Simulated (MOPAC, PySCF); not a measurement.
C$_{3}$H$_{6}$O, SMILES `C1(CC1)O` (H–O–C–C torsion 144°), neutral singlet in the gas phase. 

Cartesian coordinates (Å):
```xyz
10

O      1.6067    -0.4692     0.4272
C      0.5170    -0.1265    -0.3878
C     -0.7980    -0.7022     0.0048
C     -0.5476     0.7833     0.1523
H      2.1968     0.2907     0.4809
H      0.7473    -0.0647    -1.4477
H     -1.4668    -1.0449    -0.7726
H     -0.8083    -1.2897     0.9124
H     -0.4057     1.1574     1.1573
H     -1.0414     1.4659    -0.5266
```
Charge 0, spin multiplicity 1.

All levels are single points at this geometry (B3LYP-D3(BJ)/def2-TZVP); Pople sets use spherical d functions. Orbital energies aren't observables, and empty levels follow the basis.

PM3 in MOPAC gives gap (eV) = 13.76.

Q: Estimate the gap (eV) from each of these levels: B3LYP-D3(BJ)/def2-TZVP in PySCF; B3LYP/3-21G in PySCF; BP86/6-31G* in PySCF; PBE/6-31G* in PySCF; HF/6-31G* in PySCF; HF/STO-3G in PySCF; PM6 in MOPAC; PM7 in MOPAC.

A: 
| level | gap (eV) |
|---|---|
| B3LYP-D3(BJ)/def2-TZVP in PySCF | 8.23 |
| B3LYP/3-21G in PySCF | 9.55 |
| BP86/6-31G* in PySCF | 7.34 |
| PBE/6-31G* in PySCF | 7.20 |
| HF/6-31G* in PySCF | 17.24 |
| HF/STO-3G in PySCF | 22.38 |
| PM6 in MOPAC | 12.87 |
| PM7 in MOPAC | 13.00 |
